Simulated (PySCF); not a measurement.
# Cu²⁺ (copper, charge +2) across methods

[Ar] 3d8 4s1, high-spin 4F determinant (an excited configuration). Computed with PySCF 2.14 in aug-cc-pVTZ-PP with ECP10MDF (6s6p5d3f2g, 88 functions), with scalar relativity through the core potential.

| method | E (hartree) | mean ε 3d α (eV) | mean ε 3d β (eV) | mean ε 4s α (eV) | Σ⟨r²⟩ (bohr²) | ⟨S²⟩ |
| --- | --- | --- | --- | --- | --- | --- |
| LDA | -195.5658 | -38.252 | -35.721 | -25.774 | 18.19 | 3.750 |
| r2SCAN | -195.9142 | -38.330 | -36.132 | -25.794 | 18.08 | 3.751 |
| PBE | -195.9756 | -37.970 | -35.779 | -25.397 | 18.17 | 3.750 |
| PBE0 | -195.9470 | -41.139 | -38.763 | -26.272 | 18.11 | 3.751 |
| r2SCANh | -195.9078 | -39.561 | -37.298 | -26.120 | 18.07 | 3.751 |
| PW91 | -196.0592 | -38.074 | -35.927 | -25.519 | 18.15 | 3.750 |
| UHF | -195.09250 | -49.666 | -46.670 | -28.380 | 18.15 | 3.752 |
| PBEsol | -195.7179 | -37.979 | -35.611 | -25.458 | 18.17 | 3.750 |

(1) Estimate the same row for HSE06.

Energies and moments cover only the electrons outside the core potential.

## Answers

(1) E (hartree) = -195.9423; mean ε 3d α (eV) = -40.711; mean ε 3d β (eV) = -38.339; mean ε 4s α (eV) = -25.971; Σ⟨r²⟩ (bohr²) = 18.11; ⟨S²⟩ = 3.751.
